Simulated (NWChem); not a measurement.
System: MgH2S2; SMILES [SH][Mg][SH]

```xyz
5

Mg     0.0208     0.0002    -0.0056
S      0.0498     2.3074    -0.0273
H     -0.9277     2.4038     0.9037
S      0.0490    -2.3070     0.0328
H     -0.9024    -2.4111    -0.9239
```
Atoms are numbered in this order, from 1.

Results from NWChem. Pople sets run with spherical d functions. Geometry: optimised at PBE0/def2-SVP. Vertical excitations in the gas phase.

**Question.** Estimate the computed values for BHandHLYP/6-31G*, full TDDFT. Quantities: lowest excitation, singlet (eV); lowest triplet (eV); orbital gap (eV).

**Answer.** The lowest excitation, singlet (eV) is 4.72 and the lowest triplet (eV) comes out as 4.36. The orbital gap (eV) comes out as 7.35.
